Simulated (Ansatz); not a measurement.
Relaxation of Pt4Au⁺ with RKS r2SCAN-D4/def2-SVP.

```sh
$ ansatz run in.yaml --threads 4 --pin off --events-out ev --progress --plain --max-ram 4787MiB
```

```yaml
crystal:
  periodic: [false, false, false]
  atoms:
    - {symbol: Pt, position_ang: [-0.022240, 0.752470, -1.547150]}
    - {symbol: Pt, position_ang: [-0.000790, -0.257050, 0.436660]}
    - {symbol: Pt, position_ang: [0.247480, -2.245190, 1.676970]}
    - {symbol: Pt, position_ang: [0.889850, -0.176220, 2.634080]}
    - {symbol: Au, position_ang: [-1.114310, 1.925990, -3.200560]}
basis:
  gaussian: {orbitals: def2-SVP}
total_charge: 1
hamiltonian: {xc: r2scan, dispersion: d4}
scf: {lower_state_search: "off"}
output: {orbitals: {seedname: orbitals}}
relax: {f_tol: 0.02, max_steps: 100}
```

Hardware: 4 threads of Intel Xeon on a shared host. Wall time 2.8 min.

Positions (Å) and forces (eV/Å) at steps 1, 2, 3, 4, 5, 6, 7, 8, 9, 10, 11, 12, 13, 14, 16 of 16:

```xyz
5
step=1 energy=-16682.0715 eV
Pt   -0.022    0.752   -1.547    2.787   -0.495   -0.684
Pt   -0.001   -0.257    0.437   -1.960    0.345    0.619
Pt    0.247   -2.245    1.677   -0.031   -2.840    0.211
Pt    0.890   -0.176    2.634    1.163    1.356    1.938
Au   -1.114    1.926   -3.201   -1.959    1.634   -2.084
5
step=2 energy=-16683.0179 eV
Pt    0.148    0.745   -1.633    0.672   -0.219    0.012
Pt   -0.131   -0.241    0.490   -0.501    0.129    0.240
Pt    0.264   -2.348    1.714    0.123    0.451   -0.125
Pt    0.940   -0.158    2.719   -0.132   -0.223   -0.484
Au   -1.222    2.002   -3.291   -0.163   -0.137    0.357
5
step=3 energy=-16683.2673 eV
Pt    0.338    0.688   -1.636   -0.013   -0.168    0.326
Pt   -0.288   -0.184    0.496    0.124    0.132   -0.257
Pt    0.269   -2.303    1.637   -0.048    0.309   -0.186
Pt    0.935   -0.133    2.639   -0.157   -0.021   -0.319
Au   -1.254    1.931   -3.136    0.095   -0.252    0.436
5
step=4 energy=-16683.3920 eV
Pt    0.470    0.643   -1.633   -0.028   -0.025    0.049
Pt   -0.330   -0.140    0.454    0.068    0.070   -0.149
Pt    0.238   -2.254    1.564   -0.058    0.061   -0.103
Pt    0.903   -0.097    2.574   -0.058    0.060   -0.079
Au   -1.281    1.849   -2.959    0.075   -0.167    0.282
5
step=5 energy=-16683.4619 eV
Pt    0.597    0.621   -1.673    0.004   -0.016    0.016
Pt   -0.313   -0.107    0.390    0.032    0.059   -0.115
Pt    0.187   -2.220    1.522   -0.032    0.049   -0.049
Pt    0.856   -0.066    2.541   -0.043    0.019   -0.047
Au   -1.327    1.772   -2.780    0.040   -0.111    0.196
5
step=6 energy=-16683.5264 eV
Pt    0.710    0.605   -1.718    0.030    0.014   -0.057
Pt   -0.291   -0.076    0.324   -0.053    0.088   -0.130
Pt    0.137   -2.187    1.484   -0.013    0.045   -0.015
Pt    0.807   -0.035    2.510   -0.033   -0.009   -0.033
Au   -1.364    1.694   -2.600    0.069   -0.137    0.234
5
step=7 energy=-16683.6105 eV
Pt    0.806    0.591   -1.754    0.055    0.060   -0.164
Pt   -0.286   -0.043    0.262   -0.135    0.103   -0.109
Pt    0.096   -2.153    1.445   -0.015    0.062   -0.011
Pt    0.766   -0.007    2.474   -0.044   -0.018   -0.050
Au   -1.382    1.613   -2.426    0.139   -0.207    0.333
5
step=8 energy=-16683.7247 eV
Pt    0.887    0.581   -1.789    0.087    0.074   -0.211
Pt   -0.289   -0.011    0.202   -0.183    0.127   -0.129
Pt    0.059   -2.120    1.406   -0.022    0.082   -0.006
Pt    0.728    0.020    2.435   -0.060   -0.027   -0.065
Au   -1.386    1.530   -2.254    0.177   -0.256    0.411
5
step=9 energy=-16683.8486 eV
Pt    0.966    0.572   -1.824   -0.065    0.080   -0.122
Pt   -0.311    0.026    0.143   -0.011    0.039   -0.068
Pt    0.028   -2.085    1.367   -0.054    0.089   -0.040
Pt    0.694    0.044    2.393   -0.081    0.010   -0.083
Au   -1.378    1.442   -2.079    0.211   -0.219    0.314
5
step=10 energy=-16683.8693 eV
Pt    1.025    0.584   -1.886   -0.153    0.057   -0.018
Pt   -0.285    0.047    0.083    0.378   -0.316    0.404
Pt   -0.018   -2.055    1.344   -0.053    0.050   -0.017
Pt    0.647    0.069    2.366   -0.065    0.013   -0.037
Au   -1.370    1.356   -1.906   -0.107    0.195   -0.332
5
step=11 energy=-16683.8973 eV
Pt    1.002    0.603   -1.911   -0.035    0.007    0.009
Pt   -0.232    0.025    0.092    0.104   -0.029   -0.009
Pt   -0.027   -2.066    1.368   -0.034   -0.008   -0.013
Pt    0.638    0.061    2.390   -0.022    0.030    0.006
Au   -1.381    1.376   -1.940   -0.014    0.001    0.008
5
step=12 energy=-16683.9019 eV
Pt    0.979    0.560   -1.991    0.008   -0.006    0.033
Pt   -0.193   -0.050    0.042    0.067   -0.023    0.064
Pt    0.040   -2.077    1.404   -0.040   -0.133   -0.049
Pt    0.525    0.105    2.394    0.003    0.136   -0.041
Au   -1.351    1.462   -1.849   -0.038    0.026   -0.008
5
step=13 energy=-16683.8865 eV rejected
Pt    0.953    0.515   -2.080   -0.222    0.083    0.101
Pt   -0.147   -0.185   -0.036   -0.030    0.089    0.309
Pt    0.124   -2.109    1.467    0.041    0.348    0.017
Pt    0.378    0.191    2.366   -0.079   -0.321   -0.457
Au   -1.308    1.587   -1.717    0.289   -0.199    0.030
5
step=14 energy=-16683.9050 eV
Pt    0.972    0.549   -2.007    0.008   -0.003    0.010
Pt   -0.186   -0.099    0.020   -0.017   -0.011   -0.060
Pt    0.066   -2.091    1.426   -0.001   -0.023    0.000
Pt    0.482    0.139    2.367    0.019    0.026    0.051
Au   -1.334    1.502   -1.806   -0.010    0.011    0.000
5
step=16 energy=-16683.9060 eV
Pt    0.961    0.524   -2.015    0.016   -0.009    0.002
Pt   -0.211   -0.151   -0.005   -0.001    0.008   -0.009
Pt    0.119   -2.098    1.446    0.000   -0.007    0.001
Pt    0.437    0.169    2.343    0.000    0.004   -0.001
Au   -1.305    1.557   -1.769   -0.015    0.004    0.006
```

In the def2 sets Au, Pt take a core potential; there is no spin–orbit coupling. The restricted singlet is unstable towards broken spin symmetry in Hartree–Fock (as tested in another run); at r2SCAN-D4/def2-SVP this wasn't settled. Another isomer (singlet) lies 0.35 eV lower at PBE0-D4/def2-TZVP; other spin states weren't run for this one.
